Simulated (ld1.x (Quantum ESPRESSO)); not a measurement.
Results of a calculation; reference values are marked as such.
## Hardness and transferability of assorted potentials

Generated with ld1.x 7.5 (TM, RRKJ, ultrasoft, PAW), atompaw 4.2 or ONCVPSP 4.0.1. The cutoff is in Ry: for ld1.x and atompaw files where the sum of valence levels is converged to 10 mRy in a Bessel basis, for ONCV files where the hardest occupied wave has 1 mHa per electron of residual kinetic energy. The error is the largest all-electron minus pseudo excitation energy over each file’s own four to seven test configurations (ionisations up to +4, promotions, holes and added fractions of an electron), all of which were solved. The labels leave out finer settings (local radius, basis sizes, second energies), which also bear on the numbers. Spin-polarised tests are not counted. The rows are a selection from randomly drawn settings: files with unsolved tests, undetermined cutoffs or missed reference levels are left out.

A true bound ghost makes a file unfit for plane-wave use even where its test errors are small: the radial tests pick states by their node count and pass the ghost by.

| element | potential | cutoff (Ry) | largest error (meV) | bound ghosts |
| --- | --- | --- | --- | --- |
| Ge | TM semilocal, PBE, scalar-relativistic, rc 1.55/1.95/1.80 (spd), local s, core correction no, reference 4s2 4p2 | 30 | +82 | none |
| As | RRKJ, Wu–Cohen, scalar-relativistic, rc 1.55/1.65 (sp), local s, core correction no, reference 4s2 4p1 | 35 | -4.5 | none |
| Sb | PAW, PBE, scalar-relativistic, rc 2.00/2.55/1.70 (spd), local smoothed, core correction yes, reference 4d10 5s1.75 5p3.25 | 50 | -124 | none |
| Te | TM, Wu–Cohen, scalar-relativistic, rc 1.85/1.95/1.25 (spd), local s, core correction no, reference 4d10 5s2 5p4 | 110 | -441 | none |

Task: Fill in the row for Hg: ultrasoft, PBE, scalar-relativistic, rc 2.00/2.80/1.45 (spd), local smoothed, core correction yes, reference 5d10 6s1.75 6p0.25.

Result: cutoff 50 Ry, largest error -336 meV, bound ghosts: p, s.

Task: Fill in the row for Li: TM, Wu–Cohen, non-relativistic, rc 2.70/4.20/3.50 (spd), local p, core correction no, reference 2s1 2p0.

Result: cutoff 6 Ry, largest error -3.2 meV, bound ghosts: none.
